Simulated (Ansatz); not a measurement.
`F[SiH3]` and `F[SiH2][TeH]` differ in one atom or group.

Ansatz, PBE0-D4/def2-TZVP geometries, multiplicity 1. 

Elements past krypton have def2 core potentials.

```csv
property,`F[SiH3]`
"ideal-gas entropy at 298 K and 1 bar (rigid rotor, harmonic PBE0-D4/def2-TZVP) / J/(mol·K)",239
LUMO energy (ωB97M-V/def2-TZVPP) / eV,1.59
HOMO energy (ωB97M-V/def2-TZVPP) / eV,-12.06
HOMO energy (PBE/def2-TZVPP) / eV,-8.30
HOMO energy (B3LYP/def2-TZVPP) / eV,-9.58
HOMO–LUMO gap (ωB97M-V/def2-TZVPP) / eV,13.65
```

What does the change do to each property? (Best estimate.)

Ansatz gave: 
| property | `F[SiH2][TeH]` | shift |
| --- | --- | --- |
| ideal-gas entropy at 298 K and 1 bar (rigid rotor, harmonic PBE0-D4/def2-TZVP) / J/(mol·K) | 316 | 77 |
| LUMO energy (ωB97M-V/def2-TZVPP) / eV | 1.02 | -0.57 |
| HOMO energy (ωB97M-V/def2-TZVPP) / eV | -8.97 | 3.09 |
| HOMO energy (PBE/def2-TZVPP) / eV | -5.87 | 2.43 |
| HOMO energy (B3LYP/def2-TZVPP) / eV | -6.67 | 2.91 |
| HOMO–LUMO gap (ωB97M-V/def2-TZVPP) / eV | 10.00 | -3.65 |

With PBE0 the HOMO rises by 2.87 eV and the LUMO falls by 0.69 eV, so the gap narrows by about 3.56 eV. PBE moves the HOMO by 2.43 eV and ωB97M-V by 3.09 eV. The zero-point energy changes by -0.8 kJ/mol with +3 modes.

B3LYP here is the variant with VWN-RPA as its local correlation; programs differ in this.

Spin–orbit coupling is left out; it splits and shifts lone-pair levels of the heavy atoms by tenths of an eV.
